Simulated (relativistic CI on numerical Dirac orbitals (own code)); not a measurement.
## Ligand-field terms of d2

Computed with a parametric ligand-field model of a d^n configuration (Racah B and C, spin-orbit zeta, crystal field), exact diagonalisation.

Field parameters in Wybourne normalisation: Oh B⁴₀ = 21Dq, B⁴₄ = √(5/14) B⁴₀. The field is a parameter set, without covalency.

Ground term and bands for B = 920, C = 3330, ζ = 0 cm⁻¹, Oh, 10Dq = 21160 cm⁻¹?

Ground term 3T1 with 0.03 electrons in the two orbitals of the cubic e set. Spin-allowed: 3T2 19401 cm⁻¹ (515 nm), 3T1 31442 cm⁻¹ (318 nm), 3A2 40561 cm⁻¹ (247 nm). Lowest spin-forbidden: 1T2 12691 cm⁻¹ (788 nm), 1E 12937 cm⁻¹ (773 nm), 1A1 27545 cm⁻¹ (363 nm).

Ground term and bands for B = 920, C = 3330, ζ = 0 cm⁻¹, Oh, 10Dq = 17480 cm⁻¹?

Ground term 3T1 with 0.04 electrons in the two orbitals of the cubic e set. Spin-allowed: 3T2 15853 cm⁻¹ (631 nm), 3T1 28026 cm⁻¹ (357 nm), 3A2 33333 cm⁻¹ (300 nm). Lowest spin-forbidden: 1T2 12721 cm⁻¹ (786 nm), 1E 13017 cm⁻¹ (768 nm), 1A1 26927 cm⁻¹ (371 nm).

Ground term and bands for B = 920, C = 3330, ζ = 0 cm⁻¹, Oh, 10Dq = 6440 cm⁻¹?

Ground term 3T1 with 0.10 electrons in the two orbitals of the cubic e set. Spin-allowed: 3T2 5520 cm⁻¹ (1812 nm), 3A2 11960 cm⁻¹ (836 nm), 3T1 18400 cm⁻¹ (543 nm). Lowest spin-forbidden: 1T2 12564 cm⁻¹ (796 nm), 1E 13224 cm⁻¹ (756 nm), 1T2 20996 cm⁻¹ (476 nm).

Ground term and bands for B = 920, C = 3330, ζ = 0 cm⁻¹, Oh, 10Dq = 37720 cm⁻¹?

Ground term 3T1 with 0.01 electrons in the two orbitals of the cubic e set. Spin-allowed: 3T2 35613 cm⁻¹ (281 nm), 3T1 47306 cm⁻¹ (211 nm), 3A2 73333 cm⁻¹ (136 nm). Lowest spin-forbidden: 1T2 12559 cm⁻¹ (796 nm), 1E 12697 cm⁻¹ (788 nm), 1A1 28891 cm⁻¹ (346 nm).

Ground term and bands for B = 920, C = 3330, ζ = 0 cm⁻¹, Oh, 10Dq = 8280 cm⁻¹?

Ground term 3T1 with 0.08 electrons in the two orbitals of the cubic e set. Spin-allowed: 3T2 7191 cm⁻¹ (1391 nm), 3A2 15471 cm⁻¹ (646 nm), 3T1 19903 cm⁻¹ (502 nm). Lowest spin-forbidden: 1T2 12663 cm⁻¹ (790 nm), 1E 13227 cm⁻¹ (756 nm), 1T2 22400 cm⁻¹ (446 nm).
